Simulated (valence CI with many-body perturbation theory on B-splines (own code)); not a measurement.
## Bi in three bases

Method: relativistic CI+MBPT: five valence electrons over a frozen Dirac-Fock core [Xe] 4f14 5d10, a basis of 9 s, 9 p, 8 d, 6 f, 3 g, 1 h functions for each j, with the one-electron correlation potential Σ1, the two-electron term Σ2, the three-electron term Σ3, Breit, model QED; selected CI, second order for the rest, scaled by the run's own slope (own B-spline code, finite nucleus).

Against 16 measured levels this calculation errs by 257 cm⁻¹ on average and by 628 at most. These come from a selection out of the NIST Handbook of Basic Atomic Spectroscopic Data. Levels without a partner in it may be off by more. Among the levels kept, up to 1200 cm⁻¹ of a level comes from second order outside the variational space, and about a tenth of that is noise between levels of different J, which matters for small intervals.

The reference run has the lowest level (6s^2 6p1/2^2 6p3/2) J=3/2 and an ionisation energy of 7.21211 eV. Its largest variational space holds 19999 state functions.

Levels are named by their leading jj configuration (3d3/2^4 stands for four electrons in 3d with j = 3/2), which in mixed levels can hold well under half, so a name can repeat and another be missing. Letters in brackets count levels of one name in rising energy.

Changed runs:
A. basis 6 s, 6 p, 5 d, 3 f, 1 g
B. basis 5 s, 5 p, 4 d, 2 f

Excitation energies of the reference run in cm⁻¹, and shifts in cm⁻¹:

| Level | Reference | A | B |
| --- | --- | --- | --- |
| (6s^2 6p1/2 6p3/2^2) J=3/2 | 11545 | -22 | -10 |
| (6s^2 6p1/2 6p3/2^2) J=5/2 | 15593 | -61 | +33 |
| (6s^2 6p1/2 6p3/2^2) J=1/2 | 21682 | -3.1 | +139 |
| (6s^2 6p1/2^2 7s) J=1/2 | 32289 | -55 | -269 |
| (6s^2 6p3/2^3) J=3/2 | 33428 | -68 | +31 |
| (6s^2 6p1/2^2 7p1/2) J=1/2 | 40674 | -68 | -218 |
| (6s^2 6p1/2^2 7p3/2) J=3/2 | 42537 | -118 | -326 |
| (6s^2 6p1/2^2 6d3/2) J=3/2 | 43529 | -0.3 | +18 |
| (6s^2 6p1/2^2 6d5/2) J=5/2 | 44470 | -79 | -91 |
| (6s^2 6p1/2 6p3/2 7s) J=3/2 [a] | 44840 | -133 | -444 |
| (6s^2 6p1/2 6p3/2 7s) J=1/2 | 45856 | -241 | -359 |
| (6s^2 6p1/2^2 8s) J=1/2 | 46746 |  | -119 |
| Ionisation energy (eV) | 7.21211 | -0.00426 | -0.03876 |

A blank means that the level has no clear partner in that run.
